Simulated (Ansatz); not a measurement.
CH6SeSi, SMILES `C[Se][SiH3]`, 9 atoms. The species carries charge 0 and has multiplicity 1. Correlated methods include outer-core shells of Se, which these sets cover unevenly. Scalar relativity is left out up to krypton. All runs use 2 threads of a server CPU on a shared host. Correlated methods freeze the cores.

**Question.** How many basis functions does each run have, and how long does it take in Ansatz? RKS SPW92/def2-TZVPP energy; RHF-CCSD(T)/def2-SVP energy; RHF-MP2/def2-QZVPP energy; direct RPA on PBE orbitals/def2-TZVPP energy; RKS HSE06-D4/def2-TZVPP energy; RKS PBE0-D4/def2-TZVPP energy; RKS ωB97M-V/def2-SVP energy; RHF-CCSD(T)/def2-TZVPP energy; RKS PBE0-D4/def2-SVP energy; RKS r2SCAN0-D4/def2-TZVPP energy; RKS PBE0-D4/def2-QZVPP energy; RKS ωB97M-V/def2-QZVPP energy. (Estimate.)

**Answer.** Ansatz gave: Other jobs shared the machine, so times are rough.

```json
{"level": "RKS SPW92/def2-TZVPP", "job": "energy", "functions": "205", "wall time": "2.5 s", "peak host memory (GiB)": "0.24"}
{"level": "RKS PBE0-D4/def2-SVP", "job": "energy", "functions": "94", "wall time": "2.6 s", "peak host memory (GiB)": "0.19"}
{"level": "RKS PBE0-D4/def2-TZVPP", "job": "energy", "functions": "205", "wall time": "7 s", "peak host memory (GiB)": "0.48"}
{"level": "RKS HSE06-D4/def2-TZVPP", "job": "energy", "functions": "205", "wall time": "7.5 s", "peak host memory (GiB)": "0.5"}
{"level": "RHF-CCSD(T)/def2-SVP", "job": "energy", "functions": "94", "wall time": "8 s", "peak host memory (GiB)": "0.33"}
{"level": "direct RPA on PBE orbitals/def2-TZVPP", "job": "energy", "functions": "205", "wall time": "9.5 s", "peak host memory (GiB)": "0.39"}
{"level": "RKS r2SCAN0-D4/def2-TZVPP", "job": "energy", "functions": "205", "wall time": "11 s", "peak host memory (GiB)": "0.5"}
{"level": "RKS ωB97M-V/def2-SVP", "job": "energy", "functions": "94", "wall time": "11 s", "peak host memory (GiB)": "0.28"}
{"level": "RKS PBE0-D4/def2-QZVPP", "job": "energy", "functions": "396", "wall time": "18 s", "peak host memory (GiB)": "1.3"}
{"level": "RHF-MP2/def2-QZVPP", "job": "energy", "functions": "396", "wall time": "42 s", "peak host memory (GiB)": "1.9"}
{"level": "RKS ωB97M-V/def2-QZVPP", "job": "energy", "functions": "396", "wall time": "46 s", "peak host memory (GiB)": "1.4"}
{"level": "RHF-CCSD(T)/def2-TZVPP", "job": "energy", "functions": "205", "wall time": "2.9 min", "peak host memory (GiB)": "2.6"}
```

HSE06 is defined as in plane-wave codes.
